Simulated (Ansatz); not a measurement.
Born–Oppenheimer molecular dynamics of BF2H3S (7 atoms, charge 0, multiplicity 1). It starts at the highest image of a converged band. Of that band: Neighbouring images differ by up to 1.3 eV, so the band resolves the path poorly. A vibrational analysis at the climbing image gives one clearly imaginary mode, 1043i cm⁻¹: a first-order saddle point.

All numbers below come from RKS r2SCAN/def2-mTZVP in Ansatz.

```json
{
 "ensemble": "NVE (velocity Verlet)",
 "time step": "0.5 fs",
 "steps asked": "200",
 "starting velocities drawn for": "100 K",
 "seed": "9760"
}
```

First frame:

```xyz
7
Properties=species:S:1:pos:R:3
B -0.017 -0.270 0.048
H -0.247 0.048 1.339
F 1.045 0.438 -0.365
F -1.189 -0.191 -0.605
S 0.541 -2.233 0.356
H -0.740 -2.670 0.311
H 0.069 -0.958 1.328
```

**Question.** What does the run give?

**Answer.** The run went to its last step.

```yaml
steps_done: 200
time_covered: 100 fs
mean_temperature_over_the_second_half: 1756 K
spread_of_the_potential_energy_over_the_second_half: 8.7 meV per atom
mean_potential_energy_of_the_second_half_above_the_start: -152.9 meV per atom
```

The conserved energy stayed within 0.059 meV per atom of its start (net change -0.004 meV per atom), so the integration is sound. The kinetic energy rose, since the run started high on the potential surface and went downhill. It ends in pieces (BF2H + H2S), so much of that is their flight and rotation, not heat. A run of 0.1 ps of so small a system gives no equilibrium averages. The orbitals stay closed-shell, which can raise the energy where a bond breaks towards radicals; this wasn't checked here.

**Question.** What happens to the structure?

**Answer.** Between its relaxed ends the band would form B1–S5, H2–H7 and break B1–H2, S5–H7. These pairs go: B1–S5 2.06 → 4.34 Å, H2–H7 1.05 → 4.53 Å, B1–H2 1.35 → 1.21 Å, S5–H7 1.67 → 1.36 Å. In the last frame they stand as before the step (other bonds may differ from the relaxed reactants and products). It ends as BF2H + H2S. Pairs count as bonded within 1.25 times the sum of covalent radii (0.12 Å more for H–H). Another seed would give other details.

**Question.** How do temperature and energy run in time?

**Answer.** 
```json
{"time (fs)": "0", "T (K)": "100", "potential energy less start (eV)": "0.000", "conserved less start (meV/atom)": "0.00"}
{"time (fs)": "5", "T (K)": "61", "potential energy less start (eV)": "0.025", "conserved less start (meV/atom)": "0.02"}
{"time (fs)": "10", "T (K)": "73", "potential energy less start (eV)": "0.018", "conserved less start (meV/atom)": "0.03"}
{"time (fs)": "15", "T (K)": "191", "potential energy less start (eV)": "-0.059", "conserved less start (meV/atom)": "0.04"}
{"time (fs)": "20", "T (K)": "580", "potential energy less start (eV)": "-0.310", "conserved less start (meV/atom)": "0.05"}
{"time (fs)": "25", "T (K)": "1370", "potential energy less start (eV)": "-0.821", "conserved less start (meV/atom)": "-0.06"}
{"time (fs)": "30", "T (K)": "1791", "potential energy less start (eV)": "-1.093", "conserved less start (meV/atom)": "-0.06"}
{"time (fs)": "35", "T (K)": "1779", "potential energy less start (eV)": "-1.085", "conserved less start (meV/atom)": "0.01"}
{"time (fs)": "40", "T (K)": "1660", "potential energy less start (eV)": "-1.008", "conserved less start (meV/atom)": "0.03"}
{"time (fs)": "45", "T (K)": "1762", "potential energy less start (eV)": "-1.074", "conserved less start (meV/atom)": "-0.01"}
{"time (fs)": "50", "T (K)": "1683", "potential energy less start (eV)": "-1.023", "conserved less start (meV/atom)": "-0.01"}
{"time (fs)": "55", "T (K)": "1609", "potential energy less start (eV)": "-0.976", "conserved less start (meV/atom)": "0.00"}
{"time (fs)": "60", "T (K)": "1679", "potential energy less start (eV)": "-1.020", "conserved less start (meV/atom)": "0.01"}
{"time (fs)": "65", "T (K)": "1652", "potential energy less start (eV)": "-1.003", "conserved less start (meV/atom)": "0.03"}
{"time (fs)": "70", "T (K)": "1810", "potential energy less start (eV)": "-1.105", "conserved less start (meV/atom)": "0.00"}
{"time (fs)": "75", "T (K)": "1929", "potential energy less start (eV)": "-1.182", "conserved less start (meV/atom)": "-0.02"}
{"time (fs)": "80", "T (K)": "1835", "potential energy less start (eV)": "-1.121", "conserved less start (meV/atom)": "0.00"}
{"time (fs)": "85", "T (K)": "1830", "potential energy less start (eV)": "-1.118", "conserved less start (meV/atom)": "0.00"}
{"time (fs)": "90", "T (K)": "1749", "potential energy less start (eV)": "-1.066", "conserved less start (meV/atom)": "0.02"}
{"time (fs)": "95", "T (K)": "1731", "potential energy less start (eV)": "-1.054", "conserved less start (meV/atom)": "0.02"}
{"time (fs)": "100", "T (K)": "1838", "potential energy less start (eV)": "-1.123", "conserved less start (meV/atom)": "0.00"}
```

The run took 6.2 min on 2 threads of Intel(R) Xeon(R) Platinum 8259CL CPU @ 2.50GHz (Skylake/Cascade Lake) (shared host), peak memory 0.19 GiB.
